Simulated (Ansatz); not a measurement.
silanone (H2OSi), singlet, at a GFN2-xTB geometry. Base run: MP2/def2-TZVP (Ansatz, a program for electronic structure).

Here is a job for Ansatz.
Ansatz 0.2 input:
```yaml
crystal:
  periodic: [false, false, false]
  atoms:
    - {symbol: Si, position_ang: [0.06685327, -0.42675674, 0.00274181]}
    - {symbol: O, position_ang: [-0.16591088, 1.05908930, -0.00680439]}
    - {symbol: H, position_ang: [-0.98465592, -1.43401683, -0.00031696]}
    - {symbol: H, position_ang: [1.37599714, -1.06410322, 0.01636676]}
basis:
  gaussian:
    orbitals: def2-TZVP
magnetization: {spin_polarized: false}
correlation: {method: mp2}
```

Variants of this job, named by their change:

| change | ΔE vs base (mEh) | MP2 correlation (Eh) | basis functions |
|---|---|---|---|
| base | 0.000 | -0.35247 | 80 |
| method = bccd | -10.269 | -0.35247 | 80 |
| method = rpa | -56.841 | - | 80 |
| accuracy = high | -0.003 | -0.35248 | 80 |
| lower_state_search = off | 0.000 | -0.35247 | 80 |
| electrons = outside_noble_gas | 0.000 | -0.35247 | 80 |
| fitting = cc-pVTZ-JKFIT (mean field), cc-pVTZ-RIFIT (correlation) | 0.290 | -0.35242 | 80 |
| electrons = all | -123.4 | -0.47587 | 80 |
| method = ccsd | -11.626 | -0.35247 | 80 |
| method = bccd_t | -26.791 | -0.35247 | 80 |
